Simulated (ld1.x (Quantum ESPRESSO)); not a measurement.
The numbers below are computed, except where a source is named.
Potentials for C compared

Generated with ld1.x 7.5 (TM, RRKJ, ultrasoft, PAW), atompaw 4.2 or ONCVPSP 4.0.1. The cutoff is in Ry: for ld1.x and atompaw files where the sum of valence levels is converged to 10 mRy in a Bessel basis, for ONCV files where the hardest occupied wave has 1 mHa per electron of residual kinetic energy. The error is the largest all-electron minus pseudo excitation energy over each file’s own four to seven test configurations (ionisations up to +4, promotions, holes and added fractions of an electron), all of which were solved. The labels leave out finer settings (local radius, basis sizes, second energies), which also bear on the numbers. Spin-polarised tests are not counted. The rows are a selection from randomly drawn settings: files with unsolved tests, undetermined cutoffs or missed reference levels are left out.

```tsv
potential	cutoff (Ry)	largest error (meV)	bound ghosts
TM, PBEsol, fully relativistic, rc 0.80/1.65/1.50 (spd), local d, core correction yes, reference 2s2 2p2	100	+279	none
TM, PBEsol, scalar-relativistic, rc 0.85/1.45 (sp), local s, core correction no, reference 2s2 2p2	80	+307	none
RRKJ, PBE, scalar-relativistic, rc 0.75/2.05/1.85 (spd), local s, core correction yes, reference 2s2 2p2	140	+749	none
ultrasoft, PBE, non-relativistic, rc 1.50/2.30 (sp), local smoothed, core correction yes, reference 2s2 2p1	12	+195	none
RRKJ, PBEsol, scalar-relativistic, rc 1.20/1.65/1.50 (spd), local s, core correction yes, reference 2s2 2p2	35	+353	none
TM, PBEsol, scalar-relativistic, rc 1.00/1.40/1.25 (spd), local smoothed, core correction yes, reference 2s2 2p0.5	45	+99	none
TM, PBEsol, non-relativistic, rc 0.80/1.90 (sp), local s, core correction no, reference 2s2 2p1	100	+316	none
```

**Question.** Fill in the row for C: PAW, PBE, scalar-relativistic, rc 1.25/2.40 (sp), local smoothed, core correction yes, reference 2s2 2p2.

**Answer.** cutoff 10 Ry, largest error -27 meV, bound ghosts: none.

**Question.** Fill in the row for C: ultrasoft, LDA (PZ), non-relativistic, rc 0.95/2.00 (sp), local smoothed, core correction no, reference 2s1.75 2p2.25.

**Answer.** cutoff 30 Ry, largest error +170 meV, bound ghosts: none.
